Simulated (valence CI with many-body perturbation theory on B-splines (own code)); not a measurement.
# Sb XLV in three bases

Calculated by valence CI with perturbative core correlation (CI+MBPT): five valence electrons over a frozen Dirac-Fock core [He], radial functions for each j: 9 s, 9 p, 8 d, 6 f, 3 g, 1 h, with the one-electron correlation potential Σ1 (screened to all orders), the two-electron term Σ2, the three-electron term Σ3, Breit, model QED; selected single and double excitations, second order for the rest, scaled by the run's own slope (own B-spline code, finite nucleus).

The last digits are not significant, and no measured levels were compared; by estimate large intervals hold to a few tenths of a per cent, small ones and those within an open d or f shell to about a per cent. Among the levels kept, up to 3700 cm⁻¹ of a level comes from second order outside the variational space, and about a tenth of that is noise between levels of different J, which matters for small intervals.

The reference run has the lowest level (2s^2 2p1/2^2 2p3/2) J=3/2 and an ionisation energy of 7390.53 eV. Its largest variational space holds 20000 state functions.

Levels are named by their leading jj configuration (3d3/2^4 stands for four electrons in 3d with j = 3/2), which in mixed levels can hold well under half, so a name can repeat and another be missing. Letters in brackets count levels of one name in rising energy.

Changed runs:
A. basis 6 s, 6 p, 5 d, 3 f, 1 g
B. basis 5 s, 5 p, 4 d, 2 f

Excitation energies of the reference run in cm⁻¹, and shifts in cm⁻¹:

```
                       Level  Reference       A      B
  (2s^2 2p1/2 2p3/2^2) J=3/2    1991820     -40   -246
  (2s^2 2p1/2 2p3/2^2) J=5/2    2146170    +110   +185
  (2s^2 2p1/2 2p3/2^2) J=1/2    2376050     +68   +258
  (2s 2p1/2^2 2p3/2^2) J=5/2    3616910     -54   -219
  (2s 2p1/2^2 2p3/2^2) J=1/2    4127130    +6.2   +193
  (2s 2p1/2^2 2p3/2^2) J=3/2    4139440     +83   +290
        (2s^2 2p3/2^3) J=3/2    4376720     +48    +54
(2s 2p1/2 2p3/2^3) J=3/2 [a]    5767960     -77   -261
    (2s 2p1/2 2p3/2^3) J=5/2    6014530    +111   +232
    (2s 2p1/2 2p3/2^3) J=1/2    6281430     +45   +168
(2s 2p1/2 2p3/2^3) J=3/2 [b]    6374360    +164   +484
     (2p1/2^2 2p3/2^3) J=3/2    8172750     +51   +316
      Ionisation energy (eV)    7390.53  -0.025  -0.12
```
